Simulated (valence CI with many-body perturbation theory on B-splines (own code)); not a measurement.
# Questions on Cd⁸⁺

Computed by configuration interaction combined with many-body perturbation theory (CI+MBPT): four valence electrons over a frozen Dirac-Fock core [Kr], a basis of 7 s, 7 p, 8 d, 6 f, 4 g, 1 h functions for each j, with the one-electron correlation potential Σ1 (screened to all orders), the two-electron term Σ2, the three-electron term Σ3, Breit, model QED; selected single and double excitations, second order for the rest, scaled by the run's own slope (own B-spline code, finite nucleus).

No measured spectrum was set against this ion. As an estimate, terms of the open shell hold to 2 to 4 % of their energy, and close levels can change places; different configurations can be misplaced against each other by 1,000 to 8,000 cm⁻¹. Only levels of the ground parity were solved; by the run's estimate the other parity begins above the list, which can be wrong where configurations are misplaced.

Names give the largest LS component (configuration and term), which can be under half, so a name can repeat, a term be missing and a line seem to break the LS rules; names also repeat where a configuration has a term twice.

Rates and lifetimes use the calculated energies. Strong lines usually hold to 10 to 20 %, long lifetimes can be off by a factor of two.

Problem. What is the ground level?

Solution. 4d⁴ ⁵D_0, composition 89 % 4d⁴ ⁵D + 10 % 4d⁴ ³P.

Problem. What is the ionisation energy?

Solution. 151.29 eV; NIST lists 150 ± 2.2 eV (theoretical).

Problem. How is the term ⁵D of the ground level split?

Solution. J = 0 at 0.0, J = 1 at 1745, J = 2 at 4078, J = 3 at 6569, J = 4 at 9085 cm⁻¹.

Problem. How well does LS coupling describe the low levels?

Solution. Among the lowest 20 levels the leading LS term, summed over configurations, holds 79 % on average. For single configurations the figures are 78 % in LS and 61 % in jj coupling. Terms mix most in the J = 4 level at 32460 cm⁻¹, where the leading one holds 44 %.
